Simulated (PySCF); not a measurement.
Compound: C5H10O2.
Numbering: `[CH3:1][CH2:2][O:3][C@H:4]1[CH2:5][CH2:6][O:7]1` (hydrogens: H8, H9, H10 on C1; H11, H12 on C2; H13 on C4; H14, H15 on C5; H16, H17 on C6)

The closed-shell SCF was solved with PySCF and density fitting under several settings on one GFN2-xTB geometry (grid level 2 and gas phase unless stated).

```
                                                                           settings  basis functions  SCF cycles     E (Eh)  HOMO (eV)  LUMO (eV)  dipole (D)
                                                                      PBE0/pcSseg-1              169          14  -346.5204      -7.45       1.66        1.10
                                                                     PBE0/def2-SVPD              226          14  -346.3294      -7.57       0.87        1.03
PW91/6-31G-J, IEF-PCM water, level shift 0.3 Eh, fitting basis def2-universal-jkfit              124          12  -346.7898      -5.80       1.55        1.58
                                  PBE0/pcSseg-0, fitting basis def2-universal-jkfit               83           9  -345.7362      -7.38       2.31        1.38
                                             BHandHLYP/STO-3G, IEF-PCM acetonitrile               45          11  -342.3669      -5.96       9.29        1.02
                                                   PBE0/IGLO-II, start guess huckel              214          12  -346.6493      -7.44       1.65        1.09
                           BHandHLYP/pcSseg-1, level shift 0.2 Eh, start guess vsap              169          12  -346.7111      -9.02       2.32        1.20
```

Task: Estimate the row for these settings: HCTH407/Sadlej pVTZ, fitting basis def2-universal-jkfit.

Result: 
```csv
settings,basis functions,SCF cycles,E (Eh),HOMO (eV),LUMO (eV),dipole (D)
"HCTH407/Sadlej pVTZ, fitting basis def2-universal-jkfit",258,11,-347.0088,-6.17,-0.60,0.93
```

Task: Over all rows, what range does the HOMO–LUMO gap span?

Result: From 5.57 eV (HCTH407/Sadlej pVTZ, fitting basis def2-universal-jkfit) to 15.25 eV (BHandHLYP/STO-3G, IEF-PCM acetonitrile). The functional of the narrowest has no exact exchange, that of the widest 50 % exact exchange.

Task: And the dipole moment?

Result: From 0.93 D (HCTH407/Sadlej pVTZ, fitting basis def2-universal-jkfit) to 1.58 D (PW91/6-31G-J, IEF-PCM water, level shift 0.3 Eh, fitting basis def2-universal-jkfit); the largest is 1.70 times the smallest, and the median is 1.10 D.

Task: Compare two rows with the functional PBE0: PBE0/IGLO-II, start guess huckel and PBE0/pcSseg-1. Which energy is lower, and by how much?

Result: PBE0/IGLO-II, start guess huckel (214 functions) lies 0.1289 Eh or 81 kcal/mol below PBE0/pcSseg-1 (169 functions).

Cycle counts include a coarse-grid stage where the run had one. The species at its GFN2-xTB geometry (one conformer only).

Conformer computed: `[CH3:1][CH2:2][O:3][C@H:4]1[CH2:5][CH2:6][O:7]1`: C1–C2–O3–C4 75°, C2–O3–C4–C5 179°.
